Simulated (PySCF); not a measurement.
**Steps of a relaxation of [Ho(H2O)4]3+**

[Ho(H2O)4]3+ (singlet in the valence; each metal's 4f electrons, 10 of them, lie in its core potential, out of spins and levels). PySCF 2.14.0, RKS TPSS, Ho lcecp-1-SVP with ECP56, O def2-SVP, H def2-SVP; non-relativistic Hamiltonian with scalar-relativistic core potentials where named; density fitting; no spin-orbit coupling. Origin of the start: displaced along the imaginary mode. Columns: position (Å) and force (eV/Å). Energies are counted from the last step; some of the 17 steps are shown. Forces carry noise of the integration grid, about 0.01 to 0.03 eV/Å.

Run from Python with OMP_NUM_THREADS=2. Where DIIS fails, smearing, a level shift and second-order steps follow.
It took 3 min on 2 threads of Arm Neoverse V1, with other jobs on the host, from the converged density of the start.

```xyz
13
step 0  E = 0.222 eV
Ho    0.0000    0.0000    0.0000     0.00    0.00    0.00
O     1.3018    1.3208    1.3128     0.65    0.60    0.58
H     1.8789    1.0198    2.1043    -0.61    0.62   -0.95
H     1.4714    2.3258    1.2066    -0.05   -1.23    0.35
O    -1.3018   -1.3128    1.3208    -0.65   -0.58    0.60
H    -1.4714   -1.2066    2.3258     0.05   -0.35   -1.23
H    -1.8789   -2.1043    1.0198     0.61    0.95    0.62
O     1.3018   -1.3208   -1.3128     0.65   -0.60   -0.58
H     1.4714   -2.3258   -1.2066    -0.05    1.23   -0.35
H     1.8789   -1.0198   -2.1043    -0.61   -0.62    0.95
O    -1.3018    1.3128   -1.3208    -0.65    0.58   -0.60
H    -1.8789    2.1043   -1.0198     0.61   -0.95   -0.62
H    -1.4714    1.2066   -2.3258     0.05    0.35    1.23
```

```xyz
13
step 5  E = 0.017 eV
Ho    0.0000    0.0000    0.0000     0.00    0.00    0.00
O     1.3119    1.3242    1.2935     0.09    0.04    0.08
H     1.9897    1.0451    1.9696    -0.08    0.07   -0.11
H     1.3684    2.3185    1.3000     0.01   -0.09    0.03
O    -1.3119   -1.2935    1.3242    -0.09   -0.08    0.04
H    -1.3683   -1.3000    2.3185    -0.01   -0.03   -0.09
H    -1.9898   -1.9696    1.0451     0.08    0.11    0.07
O     1.3119   -1.3242   -1.2935     0.09   -0.04   -0.08
H     1.3684   -2.3185   -1.3000     0.01    0.09   -0.03
H     1.9897   -1.0451   -1.9696    -0.08   -0.07    0.11
O    -1.3119    1.2935   -1.3242    -0.09    0.08   -0.04
H    -1.9898    1.9696   -1.0451     0.08   -0.11   -0.07
H    -1.3683    1.3000   -2.3185    -0.01    0.03    0.09
```

```xyz
13
step 11  E = 0.001 eV
Ho    0.0001    0.0000    0.0000     0.00    0.00    0.00
O     1.3440    1.3252    1.2637     0.03    0.00    0.01
H     2.1440    1.0638    1.7945    -0.04    0.02   -0.03
H     1.2819    2.3075    1.4062     0.01   -0.02    0.00
O    -1.3434   -1.2640    1.3253    -0.04   -0.01   -0.03
H    -1.2829   -1.4053    2.3071     0.00   -0.01    0.01
H    -2.1437   -1.7945    1.0639     0.04    0.03    0.01
O     1.3440   -1.3252   -1.2637     0.03    0.00   -0.01
H     1.2819   -2.3075   -1.4062     0.01    0.02    0.00
H     2.1440   -1.0638   -1.7945    -0.04   -0.02    0.03
O    -1.3434    1.2640   -1.3253    -0.04    0.01    0.03
H    -2.1437    1.7945   -1.0639     0.04   -0.03   -0.01
H    -1.2829    1.4053   -2.3071     0.00    0.01   -0.01
```

Question: Where does the relaxation end?

Answer: It converges at step 16 in S4:
```xyz
13
step 16  E = 0
Ho    0.0000    0.0000    0.0000
O     1.3492    1.3244    1.2574
H     2.1603    1.0660    1.7702
H     1.2757    2.3025    1.4189
O    -1.3491   -1.2574    1.3244
H    -1.2755   -1.4191    2.3025
H    -2.1606   -1.7699    1.0660
O     1.3492   -1.3244   -1.2574
H     1.2757   -2.3025   -1.4189
H     2.1603   -1.0660   -1.7702
O    -1.3491    1.2574   -1.3244
H    -2.1606    1.7699   -1.0660
H    -1.2755    1.4191   -2.3025
```

Question: How did the contacts change?

Answer: 
| contact | start (Å) | end (Å) |
| --- | --- | --- |
| Ho1–O2 (H2O) | 2.272 | 2.271 |
| Ho1–O5 (H2O) | 2.272 | 2.271 |
| Ho1–O8 (H2O) | 2.272 | 2.271 |
| Ho1–O11 (H2O) | 2.272 | 2.271 |


No frequency check is given that shows the relaxed geometry to be a minimum. An lcecp potential fixes the number of 4f electrons, so in runs with it no electron can move into or out of that shell.
